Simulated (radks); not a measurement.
Ag4+, configuration [Kr] 4d7. Calculated with a radial shooting solver on a logarithmic mesh with Libxc functionals: scalar-relativistic Kohn-Sham, BLYP, spin-unpolarised, spherical densities, point nucleus.

Normalised radial functions P(r) = r R(r), r in bohr:

r	2p	3s
0.001217	0.0058	0.1275
0.001802	0.0117	0.1790
0.002688	0.0238	0.2492
0.003977	0.0478	0.3370
0.005886	0.0955	0.4404
0.008711	0.1881	0.5452
0.01289	0.3615	0.6164
0.01908	0.6674	0.5897
0.02824	1.1574	0.3764
0.04179	1.8279	-0.0844
0.06185	2.5178	-0.6940
0.09153	2.8450	-1.0470
0.1365	2.4023	-0.5493
0.2021	1.3504	0.7814
0.2991	0.4271	1.8136
0.4426	0.0599	1.5205
0.655	0.0026	0.5789
0.9694	0.0000	0.0873
1.435	0.0000	0.0039
2.123	0.0000	0.0000
3.142	0.0000	0.0000

2p: eigenvalue -3404.6 eV, 0 radial nodes, <r> = 0.118 bohr, 90 % of the charge inside 0.192 bohr. 3s: eigenvalue -741.54 eV, 2 radial nodes at r = 0.0394, 0.163 bohr, <r> = 0.369 bohr, 90 % of the charge inside 0.543 bohr.
